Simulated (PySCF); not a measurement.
## Property card for `C=CCC(=S)OCC#N`

Compound: C6H7NOS.
SMILES with atom numbers: `[CH2:1]=[CH:2][CH2:3][C:4](=[S:5])[O:6][CH2:7][C:8]#[N:9]` (hydrogens: H10, H11 on C1; H12 on C2; H13, H14 on C3; H15, H16 on C7)

Structural features include: nitrile, C=C double bond and thiocarbonyl.

GFN2-xTB geometry:

- Point group of the GFN2-xTB geometry: C1
- Rotational constants A, B, C of the GFN2-xTB geometry: 1.556, 0.977, 0.635 GHz

**PBE0/def2-SVPD ground state and vertical TDDFT (core frozen in the response) (PySCF)**

* Dipole moment: 5.54 D
* HOMO energy: -6.79 eV
* LUMO energy: -2.01 eV
* HOMO–LUMO gap: 4.78 eV
* Lowest singlet excitation: 3.05 eV (407 nm, f = 0.000)
* Strongest line among the 8 lowest singlet transitions: S3 at 5.31 eV (234 nm, f = 0.165)
* Lowest triplet excitation (Tamm–Dancoff): 2.63 eV
* Static isotropic polarisability: 103.4 au
* Electronic spatial extent ⟨r²⟩ about the centre of nuclear charge: 1703 bohr²

PBE0/pcSseg-1 ground state and GIAO shieldings, non-relativistic (PySCF):

- Lowest Hirshfeld atomic charge: -0.19 e on N9
- Highest Hirshfeld atomic charge: +0.11 e on C4
- 13C chemical shifts (computed TMS as zero) by class: 223.8 (C4), 144.6 (C2), 128.8 (C1), 117.5 (C8), 55.7 (C3), 55.2 (C7) ppm
- 1H chemical shifts (computed TMS as zero) by class: 6.17 (H12), 5.74 (H11), 5.55 (H10), 5.13 (H15/H16), 3.91 (H13/H14) ppm
- Isotropic shieldings of nuclei other than C and H, by class: -48 (N9), 93 (O6), -58 (S5) ppm
- Mayer bond orders between heavy atoms: C1–C2 1.96, C2–C3 1.00, C3–C4 0.99, C4–S5 1.78, C4–O6 1.08, O6–C7 0.87, C7–C8 1.02, C8–N9 3.06

Monoisotopic mass (most abundant isotopes): 141.0248 u.

The largest Löwdin shares of the HOMO are 0.77 on S5, 0.12 on C4 and 0.04 on C3. 1 of the 8 computed singlets lies in the visible range (750 to 380 nm, 1.65 to 3.26 eV), with an oscillator strength of 0.000. The vertical singlet–triplet gap S1 − T1 is 0.42 eV (TDDFT singlet less Tamm–Dancoff triplet; S1: HOMO→LUMO, weight 0.98; T1: HOMO→LUMO, weight 0.97). The largest Löwdin shares of the LUMO are 0.35 on C4, 0.33 on S5, 0.12 on O6 and 0.05 on C3.

Isolated species at its GFN2-xTB geometry (one conformer only). NMR classes are plain means over equivalent atoms (diastereotopic ones count apart unless rotation or inversion swaps them), as if these changed places fast; in this geometry the members of some classes differ.

For the TDDFT job (PBE0/def2-SVPD), on one thread, Arm Neoverse V1, no GPU (shared host), this took 60 s.

Shape of the structure used: `[CH2:1]=[CH:2][CH2:3][C:4](=[S:5])[O:6][CH2:7][C:8]#[N:9]`: C1–C2–C3–C4 -127°, C2–C3–C4–S5 -102°, C3–C4–O6–C7 0°, C4–O6–C7–C8 -174°.
